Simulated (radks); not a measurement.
Valence configurations of Hf2+ (all share [Xe]). Calculated with a radial shooting solver on a logarithmic mesh with Libxc functionals: scalar-relativistic Kohn-Sham, BLYP, spin-polarised, spherical densities, finite nucleus; open shells are filled with parallel spins first (spin-orbit coupling, left out, can overturn this in heavy ions); Fermi nuclear charge, rms radius 5.347 fm. Energies are relative to 4f14 5d2; eigenvalues in eV for spin up.

valence               E (eV)  moment (Bohr magnetons)    e(4f)    e(5d)    e(6p)    e(6s)
4f14 5d2               0.000                        2  -31.748  -17.201        -        -
4f13.5 5d2 6p0.5      10.825                        3  -38.052  -19.553  -13.409        -
4f13 5d2 6s1          17.779                        4  -43.245  -20.879        -  -20.004
4f13 5d3              17.230                        4  -40.270  -18.992        -        -
4f12.5 5d2 6s1 6p0.5  33.320                        5  -50.127  -23.379  -14.723  -21.365
4f14 5d1 6p1           5.442                        2  -35.907  -19.984  -13.964        -
4f12 5d4              40.453                        6  -49.358  -20.707        -        -
4f14 5d1 6s1          -0.542                        2  -34.488  -18.924        -  -19.203
4f14 5d1.5 6s0.5      -0.336                        2  -33.096  -18.055        -  -18.604
4f13 5d2 6p1          24.103                        4  -44.643  -21.970  -14.425        -

NIST lists [Xe] 4f14 5d2 as the ground configuration; this level of theory puts 4f14 5d1 6s1 lower, by 0.542 eV. The energies are those of spherical high-spin densities, not of single terms.
